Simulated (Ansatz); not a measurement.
Basis-set extrapolation for BFH₂O₂ (`OB(O)F`) (PBE0-D4/def2-TZVP geometry, frozen core, the Gaussian-basis code of Ansatz). Multiplicity 1, RHF reference.

```csv
,def2-TZVPP,def2-QZVPP
HF,-275.325073,-275.337977
MP2 correlation,-0.819620,-0.890142
CCSD(T) correlation,-0.853738,not run
```

Energies in hartree. Use E(X) = E(∞) + A·exp(−7.88·√X) for Hartree–Fock and E(X) = E(∞) + B·X^(−2.97) for correlation, with X = 3 and 4, and add CCSD(T) minus MP2 of the smaller set to the MP2 limit.

Question: What is the CCSD(T) energy at the basis-set limit?

Answer: HF limit: -275.337977 + (-0.012904) × 0.13774 = -275.33975. MP2 limit: -0.890142 + (-0.070522) × 0.74074 = -0.94238. Higher-order term: -0.853738 − (-0.819620) = -0.03412. Total: -276.31625 hartree, 360.8 kJ/mol below CCSD(T)/def2-TZVPP.
